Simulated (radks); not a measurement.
Removal energies from the tellurium ion Te7+, [Kr] 4d9, by Delta-SCF beside the eigenvalue of the level emptied. All-electron calculation, scalar-relativistic Kohn-Sham, r2SCAN, spin-polarised, spherical densities, finite nucleus; meta-GGA in the generalised Kohn-Sham scheme; Fermi nuclear charge, rms radius of each element as measured or else 0.836 A^(1/3) + 0.57 fm. Program: a radial shooting solver on a logarithmic mesh with Libxc functionals. Open shells are filled with parallel spins first.

removed from,final configuration,Delta-SCF (eV),-eigenvalue (eV)
4d,[Kr] 4d8,146.61,135.73
4p,[Ar] 3d10 4s2 4p5 4d9,224.15,212.32
4s,[Ar] 3d10 4s1 4p6 4d9,276.30,264.05
3d,[Ar] 3d9 4s2 4p6 4d9,689.81,664.00
